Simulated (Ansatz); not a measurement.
CH5AlClNO, SMILES C[O][Al]([NH2])[Cl].

Geometry: ωB97X-D3(BJ)/def2-SVP. The structure was generated by enumeration; whether it is a known compound was not checked. Other conformers were not sampled.

Two levels are set side by side: PBE/def2-SVPD (Ansatz, a program for electronic structure) and CAM-B3LYP/def2-SVPD (Ansatz). Energy differences of separate SCF runs at the same geometry; the states with an electron removed or added have multiplicity 2 and 2. Differences are taken from unrounded values.

| quantity | CAM-B3LYP |
|---|---|
| vertical ionisation energy (eV) | 10.08 |
| vertical singlet–triplet gap (eV) | 5.74 |

What does PBE give, and how far is it from CAM-B3LYP? (The exact figures need the calculation; the answer reports its results.)


```csv
quantity,PBE,PBE minus CAM-B3LYP
vertical ionisation energy (eV),9.34,-0.74
vertical singlet–triplet gap (eV),5.00,-0.73
```
